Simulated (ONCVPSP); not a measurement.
**Before and after: ONCV potential for Hf**

ONCVPSP 4.0.1 input, shortened (lines: element, Z, core and valence counts, functional; n l f; lmax; l rc ep ncon nbas qcut; lloc lpopt rc5 dvloc0; l nproj debl; icmod fcfact rcfact), PBE, scalar-relativistic:

```
  Hf 72.00   12    2        4      upf
    1    0    2.00
    2    0    2.00
    2    1    6.00
    3    0    2.00
    3    1    6.00
    3    2   10.00
    4    0    2.00
    4    1    6.00
    4    2   10.00
    4    3   14.00
    5    0    2.00
    5    1    6.00
    5    2    2.50
    6    0    1.50
    2
    0    2.85    0.00    4    7    2.30
    1    3.55    0.08    4    8    2.70
    2    3.25    0.00    3    8    5.80
    4    5    2.70   -1.00
    0    2    2.00
    1    2    3.00
    2    1    0.50
    0    0.00    0.00
```

In the p channel the program set the typed energies aside and used 0.050, 3.050 Ha.

Change: s: debl 0.2.

Cutoffs: the cutoffs (Ha) at which the residual kinetic energy of the hardest occupied pseudo-wave falls to 1 and 0.1 mHa per electron; they do not see the model core or the augmentation charge, which bear on the density cutoff. Errors are all-electron minus pseudo energies relative to the spin-unpolarised reference configuration.

**Question.** Predict the effect on cutoff, ghosts and configuration errors.

**Answer.** The potential gets neither clearly harder nor softer (9.0 Ha and 11 Ha → 9.0 Ha and 11 Ha); the lowest positive-energy flag moves from s at 33.3 eV to s at 7.6 eV; the errors of the 4 common tests hardly move; neither file shows a bound ghost.

| quantity | base | changed |
| --- | --- | --- |
| cutoff, loose | 9.0 Ha | 9.0 Ha |
| cutoff, tight | 11 Ha | 11 Ha |
| bound ghosts | none | none |
| GHOST(+) flags under 300 eV | s at 33.3 eV, p at 82.8 eV | s at 7.6 eV, p at 82.8 eV |
| error for 5d2 6s2, meV [ΔE -1.26 eV] | +10 | +10 |
| error for 5d2 6s1, meV [ΔE 6.72 eV] | +7.1 | +6.7 |
| error for 5d2 6s0, meV [ΔE 20.90 eV] | +147 | +147 |
| error for 5d3 6s1, meV [ΔE 1.34 eV] | +4.2 | +4.2 |
| s: phases at 2.89 bohr within 0.05 rad from the reference energy up to (Ha; the scan ends near 5) | 1.1 | 1.9 |
| p: phases at 3.61 bohr within 0.05 rad from the reference energy up to (Ha; the scan ends near 5) | 1.0 | 1.0 |
| d: phases at 3.30 bohr within 0.05 rad from the reference energy up to (Ha; the scan ends near 5) | 0.4 | 0.4 |
